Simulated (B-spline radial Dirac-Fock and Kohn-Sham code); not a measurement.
These are calculated numbers from a radial atomic solver; the model is the independent-particle Dirac-Slater model, thresholds from Dirac-Fock. Kinetic energies are from the vacuum level. Open shells are spread statistically over j, without multiplet splitting. Without correlation, outer binding energies are uncertain by a few eV, most for open f shells.

Q: A free atom or ion in its tabulated ground configuration is ionised with 1460 eV photons and gives these photoelectron lines. Identify it and assign the lines.

```
kinetic energy (eV)  relative cross section
              516.2                    47.0
              637.4                    51.6
              647.6                   100.0
             1224.4                     8.6
             1264.2                     6.5
             1265.8                    12.6
```

A: Mn⁷⁺, [Ne] 3s2 3p6. Binding energies are hν less the kinetic energy: 2s 943.8 eV, 2p1/2 822.6 eV, 2p3/2 812.4 eV, 3s 235.6 eV, 3p1/2 195.8 eV, 3p3/2 194.2 eV.

Q: A free atom or ion in its tabulated ground configuration is ionised with 600 eV photons and gives these photoelectron lines. Identify it and assign the lines.

```
kinetic energy (eV)  relative cross section
              269.5                    20.2
              336.9                    19.8
              359.4                    49.5
              471.6                    66.8
              475.5                   100.0
              551.7                     4.1
              572.0                     3.4
              575.0                     7.6
              595.0                    13.4
              595.4                    17.3
              595.4                    0.43
```

A: Nd, [Xe] 4f4 6s2. Binding energies are hν less the kinetic energy: 4s 330.5 eV, 4p1/2 263.1 eV, 4p3/2 240.6 eV, 4d3/2 128.4 eV, 4d5/2 124.5 eV, 5s 48.26 eV, 5p1/2 28.00 eV, 5p3/2 24.97 eV, 4f5/2 4.97 eV, 4f7/2 4.59 eV, 6s 4.56 eV.

Q: A free atom or ion in its tabulated ground configuration is ionised with Al Kα (taken as 1486.9 eV) photons and gives these photoelectron lines. Identify it and assign the lines.

```csv
kinetic energy (eV),relative cross section
562.0,15.4
691.6,16.3
811.8,49.4
1022.7,68.0
1045.1,100.0
1307.3,4.1
1320.3,74.9
1325.2,95.3
1353.2,4.0
1375.4,10.0
1441.2,8.5
1443.8,12.0
1457.1,0.60
```

A: Pb²⁺, [Xe] 4f14 5d10 6s2. Binding energies are hν less the kinetic energy: 4s 924.9 eV, 4p1/2 795.3 eV, 4p3/2 675.1 eV, 4d3/2 464.2 eV, 4d5/2 441.8 eV, 5s 179.6 eV, 4f5/2 166.6 eV, 4f7/2 161.7 eV, 5p1/2 133.7 eV, 5p3/2 111.5 eV, 5d3/2 45.65 eV, 5d5/2 43.09 eV, 6s 29.78 eV.

Q: A free atom or ion in its tabulated ground configuration is ionised with 3290 eV photons and gives these photoelectron lines. Identify it and assign the lines.

```tsv
kinetic energy (eV)	relative cross section
407.3	100.0
2960.5	6.1
3031.4	1.3
3033.0	2.5
3224.9	0.79
3238.4	0.050
3238.6	0.096
```

A: Cl³⁺, [Ne] 3s2 3p2. Binding energies are hν less the kinetic energy: 1s 2882.7 eV, 2s 329.5 eV, 2p1/2 258.6 eV, 2p3/2 257.0 eV, 3s 65.14 eV, 3p1/2 51.56 eV, 3p3/2 51.38 eV.

Q: A free atom or ion in its tabulated ground configuration is ionised with 6040 eV photons and gives these photoelectron lines. Identify it and assign the lines.

| kinetic energy (eV) | relative cross section |
| --- | --- |
| 3664.2 | 42.6 |
| 3884.7 | 54.6 |
| 4092.3 | 100.0 |
| 4463.7 | 59.4 |
| 4508.0 | 80.6 |
| 5503.1 | 11.1 |
| 5592.8 | 12.3 |
| 5639.7 | 21.9 |
| 5788.0 | 10.8 |
| 5796.6 | 14.6 |
| 5927.5 | 2.0 |
| 5956.3 | 1.9 |
| 5963.2 | 3.3 |
| 5974.9 | 0.70 |
| 5976.3 | 0.87 |

A: Tm⁴⁺, [Xe] 4f11. Binding energies are hν less the kinetic energy: 3s 2375.8 eV, 3p1/2 2155.3 eV, 3p3/2 1947.7 eV, 3d3/2 1576.3 eV, 3d5/2 1532.0 eV, 4s 536.9 eV, 4p1/2 447.2 eV, 4p3/2 400.3 eV, 4d3/2 252.0 eV, 4d5/2 243.4 eV, 5s 112.5 eV, 5p1/2 83.73 eV, 5p3/2 76.81 eV, 4f5/2 65.13 eV, 4f7/2 63.71 eV.
